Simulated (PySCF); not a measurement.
**Bonding in `Cc1cccn1C`**

C6H9N.
SMILES with atom numbers: `[CH3:1][c:2]1[cH:3][cH:4][cH:5][n:6]1[CH3:7]` (hydrogens: H8, H9, H10 on C1; H11 on C3; H12 on C4; H13 on C5; H14, H15, H16 on C7)

Cartesian coordinates in Å at the GFN2-xTB level; atoms count from 1:
```xyz
16
C6H9N angstrom
C     -1.618   -1.059    0.041
C     -0.178   -0.685    0.018
C      0.941   -1.478    0.025
C      2.063   -0.628   -0.007
C      1.590    0.655   -0.031
N      0.230    0.618   -0.016
C     -0.638    1.759   -0.035
H     -2.118   -0.644    0.917
H     -2.134   -0.690   -0.847
H     -1.712   -2.140    0.070
H      0.952   -2.550    0.047
H      3.092   -0.928   -0.010
H      2.116    1.589   -0.060
H     -1.268    1.785    0.858
H     -0.038    2.667   -0.066
H     -1.288    1.739   -0.914
```

Bond orders from the PBE0/pcSseg-1 density (PySCF). Isolated species at its GFN2-xTB geometry, gas phase.

Q: How far do the computed orders between heavy atoms stray from the drawn ones?

A: The largest departure is 0.407, at N6–C2 (drawn aromatic, 1.093), counting aromatic bonds as 1.5. The bonds drawn aromatic range from 1.09 to 1.53.

Q: Give the Mayer order of every bond between heavy atoms, beside its length.

A: 
```csv
bond,drawn as,length (Å),Mayer order
C1–C2,single,1.488,1.083
C2–C3,aromatic,1.371,1.491
C3–C4,aromatic,1.408,1.377
C4–C5,aromatic,1.367,1.526
C5–N6,aromatic,1.361,1.147
N6–C7,single,1.434,0.941
N6–C2,aromatic,1.365,1.093
```

By pair of heavy elements: C–C: lowest C1–C2 (1.083, 1.488 Å), highest C4–C5 (1.526, 1.367 Å). C–N: lowest N6–C7 (0.941, 1.434 Å), highest C5–N6 (1.147, 1.361 Å).

Q: And the bonds to hydrogen?

A: C–H: 0.94 to 1.00 (9 bonds).

Q: Sum the orders of all bonds at each heavy atom with more than one neighbour and set the sums beside the valence in the SMILES.

A: C1 3.920 (drawn 4), C2 3.667 (drawn 4), C3 3.872 (drawn 4), C4 3.894 (drawn 4), C5 3.646 (drawn 4), N6 3.181 (drawn 3), C7 3.822 (drawn 4). Orders between atoms that aren't bonded are not in these sums.

The Mayer order sums products of elements of PS (density times overlap matrix) between the two atoms' basis functions, so it depends on the basis set.

The run behind these numbers computed NMR shieldings as well. The run took 17 s of wall time on an x86-64 server with one thread, no GPU (shared host).
